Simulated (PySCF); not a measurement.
Species: C₈H₁₁F₃.
Atom-mapped SMILES: `[CH3:1][CH2:2][C@:3]12[CH2:4][C@:5]([C:6]([F:7])([F:8])[F:9])([CH2:10]1)[CH2:11]2` (hydrogens: H12, H13, H14 on C1; H15, H16 on C2; H17, H18 on C4; H19, H20 on C10; H21, H22 on C11)

The same species was optimised twice, with GFN2-xTB and with PBE0-D3(BJ)/def2-SVP (PySCF), and the same property calculations (PySCF, gas phase) were run on both structures.

| coordinate | GFN2-xTB | PBE0-D3(BJ)/def2-SVP | change |
| --- | --- | --- | --- |
| C6–F8 (Å) | 1.345 | 1.337 | -0.008 |
| C6–F9 (Å) | 1.345 | 1.337 | -0.008 |
| C3–C4 (Å) | 1.547 | 1.554 | +0.007 |
| C3–C10 (Å) | 1.547 | 1.554 | +0.007 |
| C6–F7 (Å) | 1.345 | 1.338 | -0.007 |
| C1–C2 (Å) | 1.525 | 1.520 | -0.005 |
| C5–C6 (Å) | 1.500 | 1.495 | -0.005 |
| C3–C11 (Å) | 1.547 | 1.551 | +0.004 |
| C5–C11 (Å) | 1.537 | 1.539 | +0.002 |
| C5–C10 (Å) | 1.537 | 1.539 | +0.002 |
| C2–C3 (Å) | 1.503 | 1.502 | -0.001 |
| C4–C5 (Å) | 1.537 | 1.538 | +0.001 |
| F7–C6–F9 (°) | 106.4 | 107.5 | +1.1 |
| C5–C6–F9 (°) | 112.3 | 111.2 | -1.1 |
| F7–C6–F8 (°) | 106.4 | 107.6 | +1.2 |
| F8–C6–F9 (°) | 106.4 | 107.5 | +1.1 |
| C5–C6–F8 (°) | 112.4 | 111.4 | -1.0 |
| C1–C2–C3 (°) | 112.2 | 113.1 | +0.9 |
| C5–C6–F7 (°) | 112.3 | 111.4 | -0.9 |
| C2–C3–C11 (°) | 126.5 | 127.2 | +0.7 |
| C1–C2–C3–C4 (°) | 60 | 60 | 0 |
| C4–C5–C6–F7 (°) | 60 | 59 | -1 |

Rotational constants: A = 2632, B = 611.0, C = 598.2 MHz (GFN2-xTB) against A = 2617, B = 615.3, C = 602.3 MHz (PBE0-D3(BJ)/def2-SVP). Atoms that the bonding makes alike are paired by their places after alignment.

On the GFN2-xTB structure: HOMO (eV) -8.88 [PBE0/pcSseg-1]; LUMO (eV) 1.26 [PBE0/pcSseg-1]; dipole (D) 3.12 [PBE0/pcSseg-1]; GIAO shielding of C1 (ppm) 174.8 [PBE0/pcSseg-1]; GIAO shielding of C2 (ppm) 158.4 [PBE0/pcSseg-1]; GIAO shielding of C3 (ppm) 146.8 [PBE0/pcSseg-1]; GIAO shielding of C4/C10/C11 (mean) (ppm) 137.6 [PBE0/pcSseg-1]; GIAO shielding of C5 (ppm) 150.7 [PBE0/pcSseg-1]; GIAO shielding of C6 (ppm) 53.6 [PBE0/pcSseg-1]; GIAO shielding of F7/F8/F9 (mean) (ppm) 263.2 [PBE0/pcSseg-1].

Q: What do these properties become on the PBE0-D3(BJ)/def2-SVP structure?

A: 
```csv
property,level,on GFN2-xTB,on PBE0-D3(BJ)/def2-SVP,change
HOMO (eV),PBE0/pcSseg-1,-8.88,-8.84,+0.04
LUMO (eV),PBE0/pcSseg-1,1.26,1.25,-0.01
dipole (D),PBE0/pcSseg-1,3.12,2.91,-0.21
"energy, GFN2-xTB geometry as zero (kcal/mol)",PBE0/pcSseg-1,0.0,-0.5,-0.5
GIAO shielding of C1 (ppm),PBE0/pcSseg-1,174.8,172.8,-2.0
GIAO shielding of C2 (ppm),PBE0/pcSseg-1,158.4,157.2,-1.2
GIAO shielding of C3 (ppm),PBE0/pcSseg-1,146.8,145.3,-1.5
GIAO shielding of C4/C10/C11 (mean) (ppm),PBE0/pcSseg-1,137.6,136.1,-1.5
GIAO shielding of C5 (ppm),PBE0/pcSseg-1,150.7,149.6,-1.1
GIAO shielding of C6 (ppm),PBE0/pcSseg-1,53.6,55.7,+2.1
GIAO shielding of F7/F8/F9 (mean) (ppm),PBE0/pcSseg-1,263.2,269.1,+5.9
```

The heavy atoms differ by 0.017 Å rms after alignment (one structure mirrored). Among bonds between heavy atoms C3–C4, C3–C10, C6–F7, C6–F8 and C6–F9 change most and about equally (-0.008 to +0.007 Å). Changes are differences of the printed values. Neither structure is proved a minimum here.

The values belong to the conformer `[CH3:1][CH2:2][C@:3]12[CH2:4][C@:5]([C:6]([F:7])([F:8])[F:9])([CH2:10]1)[CH2:11]2`: C1–C2–C3–C4 60°, C4–C5–C6–F7 59°.
